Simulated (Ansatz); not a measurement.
A run of Ansatz (development build ahead of 0.2.0) on quartet C9H9 at this shape:

```xyz
18

C     1.4100    0.0000    0.0000
C     0.7050    1.2211    0.0000
C    -0.7050    1.2211    0.0000
C    -1.4100    0.0000    0.0000
C    -0.7050   -1.2211    0.0000
C     0.7050   -1.2211    0.0000
C     2.8200    0.0000    0.0000
H     3.3700    0.9300    0.0000
H     3.3700   -0.9300    0.0000
H     1.2475    2.1607    0.0000
C    -1.4100    2.4422    0.0000
H    -2.4904    2.4535    0.0000
H    -0.8796    3.3835    0.0000
H    -2.4950    0.0000    0.0000
C    -1.4100   -2.4422    0.0000
H    -0.8796   -3.3835    0.0000
H    -2.4904   -2.4535    0.0000
H     1.2475   -2.1607    0.0000
```

Its results:

```yaml
Converged: yes
Total_energy: -347.93725 hartree
Spin_squared_of_the_determinant: 3.750
Stability_test: minimum among restricted orbitals
```

Task: Which input gives this output? Name the method, the orbitals and the basis set, and write the input.

Result: PBE0 (restricted open-shell) in def2-TZVP.

```yaml
crystal:
  periodic: [false, false, false]
  atoms:
    - { symbol: C, position_ang: [1.41, 0.0, 0.0] }
    - { symbol: C, position_ang: [0.705, 1.2211, 0.0] }
    - { symbol: C, position_ang: [-0.705, 1.2211, 0.0] }
    - { symbol: C, position_ang: [-1.41, 0.0, 0.0] }
    - { symbol: C, position_ang: [-0.705, -1.2211, 0.0] }
    - { symbol: C, position_ang: [0.705, -1.2211, 0.0] }
    - { symbol: C, position_ang: [2.82, 0.0, 0.0] }
    - { symbol: H, position_ang: [3.37, 0.93, 0.0] }
    - { symbol: H, position_ang: [3.37, -0.93, 0.0] }
    - { symbol: H, position_ang: [1.2475, 2.16073, 0.0] }
    - { symbol: C, position_ang: [-1.41, 2.44219, 0.0] }
    - { symbol: H, position_ang: [-2.4904, 2.45351, 0.0] }
    - { symbol: H, position_ang: [-0.8796, 3.38351, 0.0] }
    - { symbol: H, position_ang: [-2.495, 0.0, 0.0] }
    - { symbol: C, position_ang: [-1.41, -2.44219, 0.0] }
    - { symbol: H, position_ang: [-0.8796, -3.38351, 0.0] }
    - { symbol: H, position_ang: [-2.4904, -2.45351, 0.0] }
    - { symbol: H, position_ang: [1.2475, -2.16073, 0.0] }
basis:
  gaussian: { orbitals: def2-TZVP }
magnetization:
  initial_magnetization: 3
hamiltonian:
  xc: pbe0
```

Caution: other spin multiplicities may lie lower.
